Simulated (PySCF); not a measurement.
Species: C5H3F3O.
Numbering: `[O:1]=[C:2]1[CH:3]=[C:4]([C:5]([F:6])([F:7])[F:8])[CH2:9]1` (hydrogens: H10 on C3; H11, H12 on C9)

Structure used (GFN2-xTB), in Å, numbered top down from 1:
```
atom  x, y, z in Å
O1    -2.9131    0.3749    0.6829
C2    -1.7606    0.2525    0.4195
C3    -0.5233    1.0664    0.5932
C4     0.2251    0.1170    0.0128
C5     1.6805   -0.0047   -0.2891
F6     1.9076   -0.1385   -1.6062
F7     2.2225   -1.0818    0.3028
F8     2.3793    1.0601    0.1213
C9    -0.9080   -0.8489   -0.2555
H10   -0.3106    2.0306    1.0154
H11   -0.8632   -1.7950    0.2810
H12   -1.1350   -1.0333   -1.3040
```

PySCF closed-shell single points with density fitting, gas phase. The input was altered on purpose; the results of an altered input aren't properties of the species above.

What comes out at PBE0/pcseg-1 with: at most 61 cycles, all coordinates scaled by 0.8?

E = -565.0488 Eh; HOMO -6.42 eV, LUMO 0.46 eV (gap 6.88 eV), in 10 cycles. The distance O1···C2 goes from 1.189 to 0.951 Å, the nuclear repulsion from 450.66 to 563.32 Eh (it goes as one over the scale factor).

Coordinates of the altered input:
```
atom  x, y, z in Å
O1    -2.3305    0.2999    0.5463
C2    -1.4085    0.2020    0.3356
C3    -0.4186    0.8532    0.4746
C4     0.1800    0.0936    0.0102
C5     1.3444   -0.0038   -0.2313
F6     1.5261   -0.1108   -1.2850
F7     1.7780   -0.8654    0.2422
F8     1.9035    0.8481    0.0970
C9    -0.7264   -0.6791   -0.2044
H10   -0.2485    1.6245    0.8123
H11   -0.6905   -1.4360    0.2248
H12   -0.9080   -0.8266   -1.0432
```

The SCF part of the output:
```
final grid: 118176 points
cycle   1  E = -564.8611025212  dE =  8.130e+00  |g| = 9.853e-01  |ddm| = 5.866e+00
cycle   2  E = -564.8656544688  dE = -4.552e-03  |g| = 9.937e-01  |ddm| = 5.436e+00
cycle   3  E = -565.0449960137  dE = -1.793e-01  |g| = 1.384e-01  |ddm| = 3.259e+00
cycle   4  E = -565.0484556917  dE = -3.460e-03  |g| = 4.193e-02  |ddm| = 3.863e-01
cycle   5  E = -565.0487607656  dE = -3.051e-04  |g| = 9.373e-03  |ddm| = 8.327e-02
cycle   6  E = -565.0487763067  dE = -1.554e-05  |g| = 2.064e-03  |ddm| = 1.891e-02
cycle   7  E = -565.0487770185  dE = -7.118e-07  |g| = 5.387e-04  |ddm| = 4.087e-03
cycle   8  E = -565.0487770754  dE = -5.684e-08  |g| = 1.034e-04  |ddm| = 1.499e-03
cycle   9  E = -565.0487770775  dE = -2.139e-09  |g| = 4.226e-05  |ddm| = 4.260e-04
cycle  10  E = -565.0487770778  dE = -3.197e-10  |g| = 7.136e-06  |ddm| = 8.646e-05
converged SCF energy = -565.0487770778
```
